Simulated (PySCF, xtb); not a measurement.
Sb(Br)(OH)2 (BrH2O2Sb), SMILES [OH][Sb]([OH])[Br].

GFN2-xTB in xtb at its own geometry gives an orbital gap of 4.60 eV and a dipole moment of 6.78 D.

The structure is a stationary point at B3LYP-D3(BJ)/def2-SVP. The structure was generated by enumeration; whether it is a known compound was not checked. The def2 effective core potentials stand for the cores of Sb; spin–orbit coupling is left out. Other conformers were not sampled.

Problem. What does PySCF with r2SCAN/def2-TZVP give? (The exact figures need the calculation; the answer reports its results.)

Solution. gap 4.96 eV (levels -7.36 and -2.40 eV), dipole 0.65 D.
